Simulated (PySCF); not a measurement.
# C₆ coefficients of unlike pairs at PBEsol

Calculated with PySCF 2.14 from the dipole response of each species, C₆(A,B) = (3/π) ∫ α_A(iu) α_B(iu) du, in atomic units, from isotropic polarisabilities. For ions this is the dispersion term alone; charge-induced terms of lower order in 1/R come first.

| species | configuration | basis | relativity | α (bohr³) | C₆ (like pair) |
| --- | --- | --- | --- | --- | --- |
| S³⁺ | [Ne] 3s2 3p1 (2P) | dyall-acv3z (19s12p6d4f) | none | 5.351 | 14.20 |
| Cu | [Ar] 3d10 4s1 (2S) | x2c-TZVPPall with one added diffuse shell each of s, p, d, f type (7s6p5d3f1g) | spin-free X2C | 39.39 | 242.8 |
| Os⁺ | [Xe] 4f14 5d6 6s1 (6D) | aug-cc-pVTZ-PP with ECP60MDF (6s6p5d3f2g) | core potential | 27.17 | 227.5 |

Question: Estimate C₆ for Os⁺ with S³⁺.

Answer: The integral gives 56.06. The combination rule 2 C_A C_B / (C_A α_B/α_A + C_B α_A/α_B) gives 55.26 and the geometric mean 56.83.

No spin-orbit coupling is included.

The other pairs:

```csv
pair,C₆
"Cu, S³⁺",53.04
"Os⁺, Cu",225.6
```
